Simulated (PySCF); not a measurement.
Compound: C₂H₅NO₃Si.
SMILES: `CO[Si](O)(O)C#N`

Jobs on this species (12 atoms, 62 electrons) with PySCF (density fitting). Hardware of each: an Arm Neoverse V1 with one thread, no GPU, on a shared host. The host was shared with other jobs, so the times are rough. Peak memory is the resident size of the whole Python process, interpreter and libraries included.

```
                                                                 level and settings                                                          work  basis functions  SCF cycles  wall time  peak memory
      delta-SCF UKS HF, pcX-2 on the ionised atom, pcseg-1 elsewhere, spin-free X2C                                 ΔSCF core ionisation, 7 holes              169           ?          ?            ?
    delta-SCF UKS SCAN, pcX-1 on the ionised atom, pcseg-1 elsewhere, spin-free X2C                                 ΔSCF core ionisation, 7 holes              149           ?          ?            ?
    delta-SCF UKS PBE0, pcX-2 on the ionised atom, pcseg-1 elsewhere, spin-free X2C                                 ΔSCF core ionisation, 7 holes              169         113       71 s     0.72 GiB
    delta-SCF UKS SCAN, pcX-2 on the ionised atom, pcseg-1 elsewhere, spin-free X2C                                 ΔSCF core ionisation, 7 holes              169         129       56 s     0.59 GiB
 delta-SCF UKS SCAN, pcX-2 on the ionised atom, pcseg-1 elsewhere, non-relativistic                                 ΔSCF core ionisation, 7 holes              169         128       57 s     0.71 GiB
     delta-SCF UKS PBE, pcX-2 on the ionised atom, pcseg-1 elsewhere, spin-free X2C                                 ΔSCF core ionisation, 7 holes              169         126       35 s     0.67 GiB
                                                 PBE0-D3(BJ)/def2-SVP, grid level 1  geometry optimisation from a GFN2-xTB start shaken at random              127          99       96 s     0.50 GiB
   delta-SCF UKS B3LYP, pcX-2 on the ionised atom, pcseg-1 elsewhere, spin-free X2C                                 ΔSCF core ionisation, 7 holes              169         115       74 s     0.72 GiB
delta-SCF UKS SCAN, def2-TZVP on the ionised atom, pcseg-1 elsewhere, spin-free X2C                                 ΔSCF core ionisation, 7 holes              146         126       53 s     0.52 GiB
```

Question: Fill in the missing figures.

Answer: 
- delta-SCF UKS HF, pcX-2 on the ionised atom, pcseg-1 elsewhere, spin-free X2C; ΔSCF core ionisation, 7 holes: 48 s, 0.70 GiB, 115 SCF cycles
- delta-SCF UKS SCAN, pcX-1 on the ionised atom, pcseg-1 elsewhere, spin-free X2C; ΔSCF core ionisation, 7 holes: 46 s, 0.53 GiB, 124 SCF cycles

Question: What do all jobs in the table cost together?

Answer: About 8.9 min; the longest takes about 18 % of that, and about 2.7 times as long as the shortest.
